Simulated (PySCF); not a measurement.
## MGa for M along the fifth-period p block

MP2 with double-zeta basis sets in PySCF, for the lowest determinant that a PBE0 search found; no spin–orbit coupling. De refers to high-spin ground-configuration atoms.

```csv
M,basis,"reference, frozen orbitals",state (unpaired electrons),Re (Å),ωe (cm⁻¹),De (eV)
In,cc-pVDZ-PP,"UHF, 8","triplet (σ ↑, π ↑)",2.878,149,1.13
Sn,def2-SVP,"UHF, 13","quartet (σ ↑, π ↑↑)",2.654,194,1.93
Sb,def2-SVP,"UHF, 13",triplet (π ↑↑),2.767,182,1.31
I,def2-SVP,"RHF, 13",singlet (closed shell),2.580,226,3.61
```

The shortest bond is that of GaI (2.580 Å), the longest that of InGa (2.878 Å). GaI is bound most strongly (3.61 eV) and InGa least (1.13 eV).

The rows differ in basis set, which adds steps of its own.

The state changes along the series, so neighbouring rows are not always alike in their bonding.

Correlated steps freeze the inner cores (8 to 13 orbitals); shallow outer-core shells are correlated. Correlated levels converge slowly with the basis: in double zeta they bind strong bonds too weakly, by up to about 1 eV, and carry superposition errors of some tenths. These are scalar-relativistic numbers at best; spin–orbit coupling would shift them, the dissociation energy most. Where the molecule has an RHF reference, its open-shell atoms are computed with UHF. States were picked by a PBE0 search and need not be the measured ground states.
